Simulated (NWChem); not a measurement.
SiH, doublet; SMILES [SiH]

```xyz
2

Si     0.0000     0.0000    -0.1290
H      0.0000     0.0000     1.4426
```
Atoms are numbered in this order, from 1.

Program: NWChem. Spin-unrestricted. The state is orbitally degenerate and is run as one real component. Geometry: optimised at B3LYP/6-31G* (spherical d), spin-unrestricted. No stability test was run on the SCF state. Level: PBE0/def2-SVP with SMD (1 M gas to 1 M solution), gas-phase geometry. Reactions with the solvent are ignored.

Order these by “solvation free energy (kcal/mol)”, lowest first: acetone; cyclohexane; water.

acetone (-2.2), cyclohexane (-1.5), water (-0.9)
